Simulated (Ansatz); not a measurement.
Calculation: Ansatz (a quantum-chemistry and plane-wave program) with B3LYP-D3(BJ)/def2-TZVP. No frequencies were computed at this level.

Ansatz 0.2 input:
```yaml
crystal:
  periodic: [false, false, false]
  atoms:
    - { symbol: O, position_ang: [1.319562, -1.39041, 0.244099] }
    - { symbol: In, position_ang: [0.000362, -0.000723, 0.000524] }
    - { symbol: O, position_ang: [0.560759, 1.834875, -0.215797] }
    - { symbol: O, position_ang: [-1.879197, -0.44404, -0.025771] }
    - { symbol: H, position_ang: [2.197479, -1.009459, 0.233187] }
    - { symbol: H, position_ang: [-0.20569, 2.396302, -0.33095] }
    - { symbol: H, position_ang: [-1.993274, -1.386545, 0.094708] }
basis:
  gaussian: { orbitals: def2-tzvp }
hamiltonian:
  xc: b3lyp
  dispersion: d3bj
relax:
  max_steps: 150
```

Output:

```
Functional definition: B3LYP
1050 factors; their error is unknown
mean field evaluation 1: about -11351.1221 eV, gradient 1.1e2 eV
mean field evaluation 2: about -11285.9486 eV, gradient 2.1e2 eV
mean field evaluation 4: about -11369.5109 eV, gradient 3.8e0 eV
mean field evaluation 8: about -11369.5371 eV, gradient 8.1e-2 eV
mean field evaluation 16: about -11369.5796 eV, gradient 2.4e-4 eV
mean field -11369.57957704 eV, -417.8243428786 hartree, gradient 3.1e-5 eV, S^2 0.000000; 0 other end points of the search recorded, 0 dependent functions left out
reference -11369.57986239 eV, -417.8243533648 hartree; 24, 24 occupied and 137, 137 virtual orbitals, 1050 factors
relax step   1: F+E_penalty+E_count = -11369.75753416 eV  Δ(F+E_penalty+E_count) = +0.000e0 eV  max|allowed force component| = 1.131e0 eV/Å  Δτ_max = 0.0000 Å  (28 SCF iters, accepted)
these checks for a lower state are left out or cut short: starts, cluster_reference, orbital_swaps, neighbouring_geometries, increment
1050 factors; their error is unknown
mean field -11369.71239186 eV, -417.8292237329 hartree, gradient 7.2e-6 eV, S^2 0.000000; 0 other end points of the search recorded, 0 dependent functions left out
reference -11369.71267745 eV, -417.8292342282 hartree; 24, 24 occupied and 137, 137 virtual orbitals, 1050 factors
relax step   2: F+E_penalty+E_count = -11369.88663567 eV  Δ(F+E_penalty+E_count) = -1.291e-1 eV  max|allowed force component| = 8.192e-2 eV/Å  Δτ_max = 0.0850 Å  (31 SCF iters, accepted)
these checks for a lower state are left out or cut short: starts, cluster_reference, orbital_swaps, neighbouring_geometries, increment
1050 factors; their error is unknown
mean field evaluation 32: about -11369.7132 eV, gradient 2.5e-5 eV
mean field -11369.71315312 eV, -417.8292517090 hartree, gradient 2.5e-5 eV, S^2 0.000000; 0 other end points of the search recorded, 0 dependent functions left out
reference -11369.71343865 eV, -417.8292622019 hartree; 24, 24 occupied and 137, 137 virtual orbitals, 1050 factors
relax step   3: F+E_penalty+E_count = -11369.88722590 eV  Δ(F+E_penalty+E_count) = -5.902e-4 eV  max|allowed force component| = 2.007e-2 eV/Å  Δτ_max = 0.0037 Å  (33 SCF iters, accepted)
these checks for a lower state are left out or cut short: starts, cluster_reference, orbital_swaps, neighbouring_geometries, increment
1050 factors; their error is unknown
mean field -11369.71319182 eV, -417.8292531311 hartree, gradient 2.5e-5 eV, S^2 0.000000; 0 other end points of the search recorded, 0 dependent functions left out
reference -11369.71347724 eV, -417.8292636201 hartree; 24, 24 occupied and 137, 137 virtual orbitals, 1050 factors
relax step   4: F+E_penalty+E_count = -11369.88728839 eV  Δ(F+E_penalty+E_count) = -6.249e-5 eV  max|allowed force component| = 4.272e-3 eV/Å  Δτ_max = 0.0032 Å  (32 SCF iters, accepted)
1050 factors; their error is unknown
mean field -11369.71319182 eV, -417.8292531311 hartree, gradient 2.5e-5 eV, S^2 0.000000; 1 other end points of the search recorded, 0 dependent functions left out
reference -11369.71347724 eV, -417.8292636201 hartree; 24, 24 occupied and 137, 137 virtual orbitals, 1050 factors
Total energy: -11369.88757381 eV, -417.8356615509 hartree
Atom 0 at     1.371226    -1.418318     0.250712 Å, force    -0.004272     0.000036    -0.000207 eV/Å
Atom 1 at     0.000244    -0.000188     0.000043 Å, force    -0.000004    -0.000216     0.000043 eV/Å
Atom 2 at     0.559173     1.894461    -0.226845 Å, force     0.002046    -0.003471     0.000535 eV/Å
Atom 3 at    -1.930209    -0.475974    -0.023837 Å, force     0.002156     0.003770    -0.000415 eV/Å
Atom 4 at     2.265501    -1.058736     0.243228 Å, force     0.003977     0.000747     0.000087 eV/Å
Atom 5 at    -0.197357     2.481091    -0.339138 Å, force    -0.002594     0.003103    -0.000517 eV/Å
Atom 6 at    -2.068578    -1.422336     0.095836 Å, force    -0.001309    -0.003969     0.000474 eV/Å
Dipole moment:     0.000073    -0.000402     0.000022 e Å
```

Cost: very roughly 24 core-seconds.
